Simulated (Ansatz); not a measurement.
Cost and result for the atomization energy of `C=C[O][InH][F]` (9 atoms, 8 bonds).

```xyz
9

C    -1.1787   -0.8369   -0.4234
C    -0.1077   -1.2033    0.2727
O     0.9412   -0.4479    0.6462
In    1.2339    1.4771    0.2772
F    -0.2108    2.2844   -0.7498
H    -1.3226    0.1767   -0.7836
H    -1.9405   -1.5725   -0.6429
H     0.0045   -2.2308    0.6191
H     2.5807    2.3531    0.7846
```

Total charge 0; spin multiplicity 1. Correlated methods include outer-core shells of In, which these sets cover unevenly. In: def2 effective core potential. The structure was optimised at the PBE0-D4/def2-TZVP level. It is one conformer, not always the lowest. Program: Ansatz. All runs use 4 threads of an Intel Xeon Platinum 8488C on a shared host. Times are those of one run each, without the atoms' runs, and a repeat can differ threefold. Electronic energies, without spin–orbit coupling; frozen cores. CCSD(T)/CBS adds CCSD(T) − MP2 in def2-TZVPP to the MP2 limit, and its time is that of the two runs behind it. T1 = 0.017. With those shells the extrapolation isn't a true limit. B3LYP takes the VWN-RPA correlation (the form of Gaussian; ORCA's B3LYP/G). HSE06 is the plane-wave form, built on full-range PBE exchange.

CCSD(T)/CBS is a level of theory with its own doubt, some kJ/mol a heavy atom from the limit and from the frozen cores, so smaller differences don't rank the functionals.

```tsv
level	functions	wall time
revPBE-D4/def2-TZVPP	230	1.4 s
BLYP-D4/def2-TZVPP	230	1.6 s
PBE0-D4/def2-TZVPP	230	1.8 s
BHLYP-D4/def2-TZVPP	230	1.9 s
HSE06-D4/def2-TZVPP	230	2.1 s
r2SCAN-D4/def2-TZVPP (with forces)	230	2.7 s
B3LYP-D4/def2-TZVPP (with forces)	230	3 s
ωB97X-V/def2-TZVPP	230	4.5 s
CCSD(T)/def2-SVP	102	4.7 s
ωB97M-V/def2-TZVPP (with forces)	230	6.5 s
MP2/def2-QZVPP	430	12 s
CCSD(T)/def2-TZVPP	230	99 s
CCSD(T)/CBS(def2)	–	110 s
```

Task: What atomization energy does each give, and how far from CCSD(T)/CBS? (An estimate is asked.)

Result: Ansatz gave: 
```tsv
level	atomization (kcal/mol)	difference from CCSD(T)/CBS	per bond
revPBE-D4/def2-TZVPP	778.5	-6.6	-0.8
BLYP-D4/def2-TZVPP	782.7	-2.4	-0.3
PBE0-D4/def2-TZVPP	779.9	-5.2	-0.7
BHLYP-D4/def2-TZVPP	745.6	-39.5	-4.9
HSE06-D4/def2-TZVPP	780.5	-4.6	-0.6
r2SCAN-D4/def2-TZVPP (with forces)	785.5	0.4	0.0
B3LYP-D4/def2-TZVPP (with forces)	777.2	-7.9	-1.0
ωB97X-V/def2-TZVPP	784.2	-0.9	-0.1
CCSD(T)/def2-SVP	738.6	-46.5	-5.8
ωB97M-V/def2-TZVPP (with forces)	783.2	-1.9	-0.2
MP2/def2-QZVPP	794.4	9.3	1.2
CCSD(T)/def2-TZVPP	761.5	-23.6	-3.0
CCSD(T)/CBS(def2)	785.1	0.0	0.0
```

The D4 term adds +6.7 kcal/mol with B3LYP and +3.5 kcal/mol with PBE0; it sums over pairs of atoms, weighted by their polarisabilities, and B3LYP, whose exchange is more repulsive, gets the larger term. From PBE to PBE0 (25 % exact exchange), in def2-TZVPP and without D4, the atomization energy moves by −23.0 kcal/mol: exact exchange takes away binding that semilocal exchange gives to molecules. Leaving LDA and LC-ωPBE aside and taking each functional with its dispersion term where it has one, the values, not all of them listed here, spread over 57.9 kcal/mol, from BHLYP-D4 to PBE-D4. LDA lies +113.6 kcal/mol from PBE without D4, its usual overbinding.

Spin–orbit coupling would lower the free In atoms strongly, and the atomization energy with them, by more than many differences here.
